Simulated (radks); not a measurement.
Results of a calculation; reference values are marked as such.
Ionisation ladder of barium, from Ba XLV to Ba LIII. Each ion is in the ground configuration listed by NIST, and IE = E(next ion) - E(this ion). Level of theory: non-relativistic Kohn-Sham, TPSS, spin-polarised, spherical densities, point nucleus; open shells are filled with parallel spins first (spin-orbit coupling, left out, can overturn this in heavy ions); meta-GGA in the generalised Kohn-Sham scheme; relativity is left out, which matters for an element this heavy (a radial shooting solver on a logarithmic mesh with Libxc functionals).

species    configuration  IE, Delta-SCF (eV)  -e(HOMO) (eV)     HOMO
Ba XLV          [Ne] 3s2                   ?         3376.0       3s
Ba XLVI         [Ne] 3s1                   ?         3465.0    3s up
Ba XLVII            [Ne]              8292.9         8178.1       2p
Ba XLVIII   [He] 2s2 2p5              8521.2         8407.4  2p down
Ba XLIX     [He] 2s2 2p4                   ?         8634.1  2p down
Ba L        [He] 2s2 2p3              9055.3         8936.3    2p up
Ba LI       [He] 2s2 2p2              9292.2         9174.2    2p up
Ba LII      [He] 2s2 2p1                   ?         9409.3    2p up
Ba LIII         [He] 2s2              9848.9         9767.5       2s

Estimate the withheld Delta-SCF values.

Answer. Ba XLV: 3411.0 eV (NIST 3546); Ba XLVI: 3500.2 eV (NIST 3640); Ba XLIX: 8743.9 eV (NIST 8831); Ba LII: 9523.1 eV (NIST 10023).
